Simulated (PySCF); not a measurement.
C₄H₅Si, SMILES [C]1=C[SiH2]C=C1, multiplicity 2. Geometry optimised at PBE-D3(BJ)/def2-SVP. The isomer is the one that the SMILES or the coordinates give; other isomers of the formula were not compared.

Problem. Give the equilibrium geometry at PBE-D3(BJ)/def2-SVP (PySCF confirms it by a frequency run) as bond lengths and angles, and its point group. (An estimate is asked for; the answer gives what the named calculation found.)

Solution. point group Cs.
Atoms: C1 C2 Si3 C4 C5 H6 H7 H8 H9 H10. Bonded distances (Å): C1–C2 1.338, C1–C5 1.467, C2–Si3 1.902, C2–H6 1.100, Si3–C4 1.889, Si3–H7 1.506, Si3–H8 1.506, C4–C5 1.365, C4–H9 1.101, C5–H10 1.103. Angles (°): C2–C1–C5 123.8, C1–C2–Si3 101.8, C1–C2–H6 127.4, Si3–C2–H6 130.8, C2–Si3–C4 94.0, C2–Si3–H7 113.5, C2–Si3–H8 113.5, C4–Si3–H7 113.3, C4–Si3–H8 113.3, H7–Si3–H8 108.6, Si3–C4–C5 106.2, Si3–C4–H9 130.9, C5–C4–H9 122.9, C1–C5–C4 114.2, C1–C5–H10 121.2, C4–C5–H10 124.6.
Charge 0, spin multiplicity 2.
